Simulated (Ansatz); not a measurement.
Mulliken charges of CH₃AgF₃OP, SMILES `C[O][Ag-][P+](F)(F)F` from ωB97M-V/def2-TZVPP in Ansatz (PBE0-D4/def2-TZVP geometry).

| atom | x (Å) | y (Å) | z (Å) | charge (e) |
| --- | --- | --- | --- | --- |
| C1 | 0.675 | -1.688 | 1.841 | -0.115 |
| O2 | 0.960 | -1.380 | 0.517 | -0.591 |
| Ag3 | 0.165 | 0.069 | -0.543 | 0.115 |
| P4 | -0.686 | 1.692 | -1.823 | 0.936 |
| F5 | 0.271 | 2.743 | -2.440 | -0.197 |
| F6 | -1.712 | 2.641 | -1.157 | -0.196 |
| F7 | -1.483 | 1.307 | -3.094 | -0.197 |
| H8 | 1.283 | -2.550 | 2.153 | 0.090 |
| H9 | -0.378 | -1.965 | 2.007 | 0.078 |
| H10 | 0.906 | -0.867 | 2.539 | 0.078 |

Question: By hand: the dipole of these point charges (1 e Å = 4.8032 D).

Answer: Σ q r = (-0.537, 0.835, -0.421) e Å, of length 1.078 e Å = 5.18 D.

Question: How does the dipole of the full density compare? (An estimate is asked.)

Answer: Computed: (-0.411, 0.691, -0.427) e Å, 4.37 D; the point charges give 1.19 times that, at 5° from its direction.

Point charges leave out the atoms' own dipoles, such as those of lone pairs, and Mulliken's split depends on the basis, so the two needn't agree.
